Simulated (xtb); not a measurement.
C₂H₅O₂, SMILES COC=[OH+], charge +1. All values are semi-empirical tight-binding results from xtb (GFN2-xTB unless named), good for trends rather than for accurate numbers. Geometry: GFN2-xTB. The isomer is the one that the SMILES or the coordinates give; other isomers of the formula were not compared. One conformer was computed; it need not be the lowest.

Optimised geometry:

```xyz
9

C     -1.4768     0.2096    -0.1890
O     -0.3380    -0.6235    -0.4748
C      0.8184    -0.3808    -0.0650
O      1.2262     0.5821     0.6427
H     -1.3478     1.2062    -0.6170
H     -2.3250    -0.2781    -0.6690
H     -1.6587     0.2696     0.8862
H      1.5879    -1.1050    -0.3601
H      0.5887     1.2660     0.9409
```
Charge +1, spin multiplicity 1.

```yaml
point_group_as_xtb_finds_it: Cs
orbital_gap: 4.81 eV
zero_point_energy: 44.0 kcal/mol
G − E(el) at 298.15 K (modified RRHO): 26.9 kcal/mol
static polarisability (D4 model): 33.8 bohr³
solvation energy, GFN2-xTB/ALPB(water): -66.6 kcal/mol
solvation energy, GFN2-xTB/ALPB(ether): -54.1 kcal/mol
```

Task: Give the IR lines (harmonic; lines under 4 % of the strongest left out, lines within 3 cm⁻¹ merged). (An estimate is asked for; the answer gives what the named calculation found.)

Result: ν (cm⁻¹): 661 (w), 704 (m), 954 (w), 1071 (m), 1124 (w), 1370 (w), 1427 (w), 1605 (vs), 2942 (w), 3258 (w) (against the strongest line: vs over 80 %, s over 45 %, m over 15 %, w over 4 %, vw less)

Task: Give the atomic charges and the Wiberg bond orders between heavy atoms. (The exact figures need the calculation; the answer reports its results.)

Result: charges (e) C1 -0.03, O2 -0.07, C3 0.32, O4 -0.20, H5 0.12, H6 0.15, H7 0.12, H8 0.19, H9 0.39. Bond orders C1–O2 0.89, O2–C3 1.48, C3–O4 1.42.
